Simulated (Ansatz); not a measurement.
(NaF)3 ring (Na₃F₃), 6 atoms. Hardware: 4 threads of Arm Neoverse V1 on a shared host.

Correlated methods freeze 6 core orbitals; core or outer-core shells of Na are correlated, in sets that lack core-valence functions.

Problem. How many basis functions does each of these Ansatz runs have, and roughly what does it cost? PBE0-D4/def2-SVP, charge 0 singlet, energy, from earlier orbitals; r2SCAN-D4/def2-TZVP, charge 0 triplet at the geometry of the charge 0 singlet, energy, from earlier orbitals; BLYP-D4/def2-TZVP, charge 0 singlet, energy, from earlier orbitals; BHLYP-D4/def2-TZVP, charge 0 singlet, energy, from earlier orbitals; r2SCAN-D4/def2-TZVP, charge 1 doublet at the geometry of the charge 0 singlet, energy, from earlier orbitals; MP2/def2-TZVP, charge 0 singlet, energy, from earlier orbitals; PBE0-D4/def2-SVP, charge 0 singlet, energy with a search over starts; PBE-D4/def2-TZVP, charge 0 triplet at the geometry of the charge 0 singlet, energy, from earlier orbitals; PBE-D4/def2-TZVP, charge 0 singlet, energy and forces, from earlier orbitals; PBE0-D4/def2-TZVP, charge 0 triplet at the geometry of the charge 0 singlet, energy; r2SCAN-D4/def2-TZVP, charge 0 singlet, energy, from earlier orbitals; PBE0-D4/def2-SVP, charge 1 doublet at the geometry of the charge 0 singlet, energy with a search over starts.

Solution. Other jobs shared the machine, so times can vary by a factor of up to 3. A dash marks memory too small to be measured apart from the calling script's.

```
                                                                                                         run  functions  fitting or Cholesky vectors  wall time  peak host memory (GiB)
                                           PBE0-D4/def2-SVP, charge 0 singlet, energy, from earlier orbitals         87                          801      1.1 s                       –
                                        PBE0-D4/def2-SVP, charge 0 singlet, energy with a search over starts         87                          801      1.6 s                       –
                                              MP2/def2-TZVP, charge 0 singlet, energy, from earlier orbitals        189                         1476        2 s                       –
                                          BLYP-D4/def2-TZVP, charge 0 singlet, energy, from earlier orbitals        189                         1299        2 s                       –
                                PBE-D4/def2-TZVP, charge 0 singlet, energy and forces, from earlier orbitals        189                         1299      2.2 s                       –
                                        r2SCAN-D4/def2-TZVP, charge 0 singlet, energy, from earlier orbitals        189                         1299      3.7 s                       –
                                         BHLYP-D4/def2-TZVP, charge 0 singlet, energy, from earlier orbitals        189                         1407        6 s                       –
   PBE-D4/def2-TZVP, charge 0 triplet at the geometry of the charge 0 singlet, energy, from earlier orbitals        189                         1299       12 s                       –
                         PBE0-D4/def2-TZVP, charge 0 triplet at the geometry of the charge 0 singlet, energy        189                         1326       28 s                    0.98
r2SCAN-D4/def2-TZVP, charge 1 doublet at the geometry of the charge 0 singlet, energy, from earlier orbitals        189                         1299       31 s                     0.6
PBE0-D4/def2-SVP, charge 1 doublet at the geometry of the charge 0 singlet, energy with a search over starts         87                          801       33 s                       –
r2SCAN-D4/def2-TZVP, charge 0 triplet at the geometry of the charge 0 singlet, energy, from earlier orbitals        189                         1299       69 s                    0.62
```
